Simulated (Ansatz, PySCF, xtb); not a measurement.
Pair of molecules: CH4OSe (SMILES CO[SeH]) (first 7 atoms) with CH4 (SMILES C); geometry from B3LYP-D3(BJ)/def2-TZVP, rigid monomers moved along the line of their centres of mass till O2···H12 is 2.45 Å.
(charge 0, multiplicity 1):
```xyz
12

C      1.83533     0.80635     0.80194
O      0.43782     0.76897     0.52308
Se    -0.24135    -0.88503     0.22623
H      2.09296     0.17889     1.65841
H      2.06492     1.84780     1.03216
H      2.42250     0.48973    -0.06534
H      0.16879    -0.97807    -1.19632
C     -0.03103    -0.02876     3.68214
H      0.22377    -1.00867     3.27925
H     -0.89582    -0.12188     4.33773
H      0.81388     0.35863     4.25061
H     -0.26297     0.65144     2.86431
```

Counterpoise-corrected where a basis set is named; no monomer relaxation. Rows marked so take none.

Rows in STO-3G carry no dispersion term and start afresh at each structure; the Pople sets are all-electron and without relativity.

Run with Ansatz (Gaussian basis) for Hartree–Fock, density functionals and correlated methods; PySCF for STO-3G rows; xtb for the GFN methods. Values without a source in brackets are computed.

**Question.** One of these levels gives 48.8 meV for the interaction energy. Name it.
(A) GFN-FF
(B) PBE/def2-TZVPPD
(C) HF/aug-cc-pVDZ
(D) HF/STO-3G (no counterpoise)

**Answer.** D, HF/STO-3G (no counterpoise). The others give -34.7 (GFN-FF), 100.0 (HF/aug-cc-pVDZ), 22.2 (PBE/def2-TZVPPD)

Ansatz is an electronic-structure program.
